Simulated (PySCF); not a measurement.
PySCF 2.14 output of an unrestricted M06-2X calculation on a single atom or ion in ANO-RCC-VTZP, with scalar relativity by spin-free X2C-1e:

```
SCF conv_tol = 1e-09
number electrons alpha = 35  beta = 31
    Y. Zhao and D. G. Truhlar.,  Theor. Chem. Acc. 120, 215 (2008)
    Y. Zhao and D. G. Truhlar.,  Theor. Chem. Acc. 120, 215 (2008)
cycle= 1 E= -13085.8665559123  delta_E= -0.019  |g|= 0.176  |ddm|= 0.148
cycle= 2 E= -13085.8639458704  delta_E= 0.00261  |g|= 0.251  |ddm|= 0.0642
cycle= 3 E= -13085.8691926498  delta_E= -0.00525  |g|= 0.0102  |ddm|= 0.0389
cycle= 4 E= -13085.8692055994  delta_E= -1.29e-05  |g|= 0.000646  |ddm|= 0.00456
cycle= 5 E= -13085.8692056712  delta_E= -7.18e-08  |g|= 6.66e-05  |ddm|= 0.00034
cycle= 6 E= -13085.8692056732  delta_E= -2.06e-09  |g|= 1.91e-05  |ddm|= 7.75e-05
cycle= 7 E= -13085.8692056736  delta_E= -3.51e-10  |g|= 1.03e-05  |ddm|= 2.42e-05
converged SCF energy = -13085.8692056736  <S^2> = 6.0040541  2S+1 = 5.0016214
```

The run itself started from symmetry-adapted Hartree-Fock orbitals and held the occupation by maximum overlap, on a logarithmic radial grid, so the iterations belong to that start.

**Question.** Which element, charge and spin multiplicity is this?

**Answer.** Er²⁺ (erbium, charge +2), multiplicity 5; the state was [Xe] 4f11 6p1, one real determinant (an excited configuration).

⟨L²⟩ = 36.01 against 56 for a pure K term, so this real determinant mixes terms. Spin-orbit coupling, absent here, splits the open shell strongly.
